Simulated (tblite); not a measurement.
A geometry optimisation, step by step.

C₅H₅F₂O (doublet state).
SMILES with atom numbers: `[F:1][CH:2]([F:3])[C:4]1[CH2:5][CH:6]=[CH:7][O:8]1` (hydrogens: H9 on C2; H10, H11 on C5; H12 on C6; H13 on C7)
Bond orders are those of one Lewis drawing.

Computed with GFN2-xTB (tblite), gas phase: L-BFGS steps from a force-field or distance-geometry start until the largest atomic force falls under 0.01 eV/Å. 5 of its 72 geometries are shown.

Step 0: E = -726.1808 eV, largest atomic force 1.729 eV/Å
```
atom  x, y, z in Å  |  force x, y, z in eV/Å
F1      1.608   -1.327   -0.484    0.865   0.749   0.199
C2      1.813   -0.236    0.351    0.474   0.403   1.195
F3      2.634    0.724   -0.214   -0.655  -1.114  -0.139
C4      0.468    0.360    0.630   -1.261  -1.181   0.079
C5     -0.271    0.833   -0.574   -0.474   1.090  -0.610
C6     -1.546    0.066   -0.519   -0.878  -0.022  -1.099
C7     -1.583   -0.689    0.565    0.640   0.004   0.860
O8     -0.401   -0.517    1.312   -0.510  -0.348  -0.408
H9      2.349   -0.552    1.295   -0.432  -0.174  -0.860
H10    -0.567    1.910   -0.443    0.531  -0.490  -0.468
H11     0.296    0.680   -1.518   -0.304   0.368   0.477
H12    -2.366    0.091   -1.247    0.720   0.221   0.339
H13    -2.439   -1.342    0.827    1.285   0.496   0.436
```

Step 18: E = -726.7580 eV, largest atomic force 0.254 eV/Å
```
atom  x, y, z in Å  |  force x, y, z in eV/Å
F1      2.107   -1.285   -0.454   -0.037   0.012   0.088
C2      1.857   -0.230    0.411   -0.175   0.027   0.003
F3      2.651    0.761   -0.046   -0.034   0.144   0.079
C4      0.428    0.156    0.438   -0.043  -0.087  -0.208
C5     -0.344    0.796   -0.676   -0.033  -0.091   0.037
C6     -1.685    0.147   -0.498    0.108   0.036   0.071
C7     -1.619   -0.656    0.570   -0.011  -0.073  -0.143
O8     -0.390   -0.696    1.135    0.003  -0.017   0.063
H9      2.181   -0.534    1.414    0.218  -0.130  -0.007
H10    -0.418    1.880   -0.519    0.051   0.090  -0.179
H11     0.096    0.629   -1.668    0.019   0.043   0.064
H12    -2.519    0.335   -1.144   -0.023  -0.025   0.123
H13    -2.348   -1.302    1.020   -0.045   0.071   0.008
```

Step 36: E = -726.8177 eV, largest atomic force 0.090 eV/Å
```
atom  x, y, z in Å  |  force x, y, z in eV/Å
F1      2.432   -1.096   -0.475    0.013  -0.027  -0.072
C2      1.875   -0.213    0.433   -0.061   0.026   0.033
F3      2.515    0.959    0.187    0.017   0.048   0.022
C4      0.424   -0.064    0.286   -0.011  -0.011  -0.018
C5     -0.337    0.691   -0.751    0.002  -0.050   0.012
C6     -1.727    0.233   -0.429    0.013   0.016   0.008
C7     -1.665   -0.652    0.573    0.006   0.044   0.001
O8     -0.405   -0.868    1.016    0.028   0.011   0.036
H9      2.158   -0.572    1.432    0.052  -0.055   0.048
H10    -0.205    1.779   -0.667   -0.024  -0.014   0.006
H11    -0.024    0.426   -1.774   -0.039   0.015  -0.013
H12    -2.610    0.581   -0.923    0.000  -0.020  -0.046
H13    -2.436   -1.204    1.076    0.005   0.020  -0.015
```

Step 53: E = -726.8335 eV, largest atomic force 0.085 eV/Å
```
atom  x, y, z in Å  |  force x, y, z in eV/Å
F1      2.476   -0.901   -0.615   -0.029   0.030   0.018
C2      1.877   -0.219    0.428   -0.058   0.007  -0.009
F3      2.482    1.008    0.396   -0.019  -0.074   0.037
C4      0.425   -0.105    0.271    0.010   0.019  -0.028
C5     -0.330    0.639   -0.777    0.015  -0.005  -0.020
C6     -1.727    0.216   -0.439    0.051   0.007  -0.026
C7     -1.678   -0.602    0.617    0.009   0.024   0.001
O8     -0.420   -0.825    1.068    0.012   0.023   0.000
H9      2.163   -0.731    1.356    0.028   0.001   0.020
H10    -0.177    1.726   -0.702   -0.051   0.004  -0.025
H11    -0.026    0.364   -1.798   -0.020  -0.023  -0.008
H12    -2.600    0.519   -0.981    0.020   0.030   0.038
H13    -2.468   -1.089    1.158    0.032  -0.042   0.002
```

Step 71: E = -726.8411 eV, largest atomic force 0.006 eV/Å
```
atom  x, y, z in Å  |  force x, y, z in eV/Å
F1      2.538   -0.712   -0.666    0.003   0.000  -0.001
C2      1.876   -0.221    0.433   -0.002  -0.004  -0.002
F3      2.442    1.017    0.621   -0.003  -0.001   0.000
C4      0.430   -0.145    0.222    0.000   0.002  -0.002
C5     -0.331    0.591   -0.827   -0.004   0.000   0.000
C6     -1.728    0.225   -0.432   -0.002   0.003   0.004
C7     -1.675   -0.566    0.645    0.003   0.000   0.002
O8     -0.411   -0.812    1.066    0.002   0.004   0.003
H9      2.142   -0.848    1.296    0.000   0.001   0.003
H10    -0.150    1.675   -0.802    0.004  -0.003  -0.003
H11    -0.075    0.264   -1.846    0.002   0.002   0.001
H12    -2.607    0.559   -0.944   -0.003  -0.001  -0.001
H13    -2.456   -1.028    1.218    0.000  -0.003  -0.005
```

Problem. Summarise the path.

Solution. The energy falls by 63.71 kJ/mol from step 0 to step 71; nine tenths of that is first reached at step 21. It falls at every step. The largest force goes from 1.729 to 0.006 eV/Å. Among the bonds C7–O8 changes most, from 1.409 to 1.354 Å; the atoms move by 0.583 Å rms after alignment.

Problem. Follow the three bonds and two angles with the largest change from start to end.

Solution. 
| step | E above end (kJ/mol) | largest force (eV/Å) | C7–O8 (Å) | C4–O8 (Å) | C7–H13 (Å) | C2–C4–C5 (°) | O8–C7–H13 (°) |
| --- | --- | --- | --- | --- | --- | --- | --- |
| 0 | 63.71 | 1.729 | 1.409 | 1.411 | 1.108 | 114.9 | 126.4 |
| 3 | 27.70 | 0.641 | 1.351 | 1.377 | 1.067 | 116.4 | 122.6 |
| 6 | 19.93 | 0.417 | 1.358 | 1.380 | 1.072 | 116.9 | 116.2 |
| 9 | 17.71 | 0.233 | 1.354 | 1.373 | 1.075 | 117.9 | 114.8 |
| 12 | 15.92 | 0.228 | 1.354 | 1.371 | 1.073 | 120.0 | 114.3 |
| 15 | 12.02 | 0.620 | 1.358 | 1.372 | 1.072 | 123.3 | 114.2 |
| 19 | 7.32 | 0.263 | 1.353 | 1.371 | 1.074 | 127.6 | 115.1 |
| 22 | 5.66 | 0.195 | 1.353 | 1.371 | 1.073 | 130.2 | 115.3 |
| 25 | 4.90 | 0.143 | 1.353 | 1.369 | 1.074 | 130.2 | 115.8 |
| 28 | 4.20 | 0.158 | 1.351 | 1.369 | 1.072 | 130.1 | 116.0 |
| 31 | 2.97 | 0.192 | 1.352 | 1.366 | 1.071 | 129.7 | 116.0 |
| 34 | 2.44 | 0.094 | 1.353 | 1.366 | 1.073 | 128.9 | 115.8 |
| 37 | 2.16 | 0.066 | 1.354 | 1.367 | 1.074 | 128.7 | 115.7 |
| 40 | 1.94 | 0.081 | 1.355 | 1.366 | 1.074 | 128.1 | 115.8 |
| 43 | 1.81 | 0.094 | 1.354 | 1.366 | 1.073 | 128.1 | 115.6 |
| 46 | 1.46 | 0.102 | 1.354 | 1.366 | 1.073 | 128.1 | 115.7 |
| 49 | 1.11 | 0.125 | 1.356 | 1.366 | 1.074 | 127.7 | 116.3 |
| 52 | 0.82 | 0.070 | 1.356 | 1.367 | 1.074 | 127.8 | 116.4 |
| 56 | 0.47 | 0.073 | 1.354 | 1.366 | 1.074 | 128.7 | 115.8 |
| 59 | 0.24 | 0.076 | 1.355 | 1.366 | 1.075 | 128.6 | 116.0 |
| 62 | 0.09 | 0.044 | 1.354 | 1.366 | 1.073 | 128.8 | 115.9 |
| 65 | 0.03 | 0.029 | 1.354 | 1.366 | 1.073 | 129.2 | 115.8 |
| 68 | 0.01 | 0.018 | 1.354 | 1.366 | 1.074 | 129.2 | 115.8 |
| 71 | 0.00 | 0.006 | 1.354 | 1.366 | 1.073 | 129.2 | 115.8 |

The cost below is that of the whole relaxation. The run took 0.28 s on one thread, Arm Neoverse V2 (aarch64), no GPU, shared host with 96 logical CPUs at a one-minute load of 36.
